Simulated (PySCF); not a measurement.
C4H7BFN, SMILES FCB1C=CCN1.

Coordinates come from a PBE0-D3(BJ)/def2-SVP optimisation. The structure was generated by enumeration, and PubChem lists no compound with its InChIKey, so it may never have been made. Other conformers were not sampled.

Two levels are set side by side: PBE/def2-TZVP (PySCF) and B3LYP/def2-TZVP (PySCF). Same geometry, gas phase. Differences are taken from unrounded values.

```json
[
 {"quantity": "orbital gap (eV)", "B3LYP": "6.37", "PBE": "4.69", "PBE minus B3LYP": "-1.68"},
 {"quantity": "highest occupied level (eV)", "B3LYP": "-7.12", "PBE": "-6.16", "PBE minus B3LYP": "0.96"},
 {"quantity": "lowest empty level (eV)", "B3LYP": "-0.74", "PBE": "-1.46", "PBE minus B3LYP": "-0.72"},
 {"quantity": "dipole moment (D)", "B3LYP": "2.01", "PBE": "1.96", "PBE minus B3LYP": "-0.04"},
 {"quantity": "mean polarisability (bohr³)", "B3LYP": "66.1", "PBE": "68.1", "PBE minus B3LYP": "2.0"}
]
```

PBE's occupied levels lie high since its potential decays too fast outside the molecule; exact exchange lowers them and widens the gap. Loosely held outer electrons make PBE densities more polarisable. Differences between two approximate levels are no errors against the true value.

Rough cost on one machine, each run with all the roots and properties that it gave: B3LYP against PBE within a factor of 2.
